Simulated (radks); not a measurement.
Values are calculated unless marked as measured or tabulated.
Ag+, 46 electrons, occupied as [Kr] 4d8 5s2 (not the ground configuration). Code: a radial shooting solver on a logarithmic mesh with Libxc functionals. Model: Dirac Kohn-Sham, PBE, spin-unpolarised, spherical densities, finite nucleus; open shells fill j = l - 1/2 first; Fermi nuclear charge, rms radius 4.5454 fm.

Unscreened Slater integrals over Kohn-Sham orbitals (cm^-1). Large and small components are both included.

| integral | value |
|---|---|
| F0(5s1/2,5s1/2) | 76035 |
| F0(5s1/2,4d5/2) | 92822 |
| G2(5s1/2,4d5/2) | 14886 |
| F0(5s1/2,4d3/2) | 92997 |
| G2(5s1/2,4d3/2) | 14424 |
| F0(5s1/2,4p3/2) | 95863 |
| G1(5s1/2,4p3/2) | 6122.5 |
| F0(4d5/2,4d5/2) | 154190 |
| F2(4d5/2,4d5/2) | 76609 |
| F4(4d5/2,4d5/2) | 50046 |
| F0(4d5/2,4d3/2) | 155140 |
| F2(4d5/2,4d3/2) | 77091 |
| G2(4d5/2,4d3/2) | 77048 |
| G4(4d5/2,4d3/2) | 50347 |
| F0(4d5/2,4p3/2) | 172270 |
| F2(4d5/2,4p3/2) | 85060 |
| G1(4d5/2,4p3/2) | 107220 |
| G3(4d5/2,4p3/2) | 65573 |
| F0(4d3/2,4d3/2) | 156100 |
| F2(4d3/2,4d3/2) | 77595 |
| F0(4d3/2,4p3/2) | 173580 |
| F2(4d3/2,4p3/2) | 86009 |
| G1(4d3/2,4p3/2) | 108660 |
| G3(4d3/2,4p3/2) | 66491 |
| F0(4p3/2,4p3/2) | 197830 |
| F2(4p3/2,4p3/2) | 103730 |
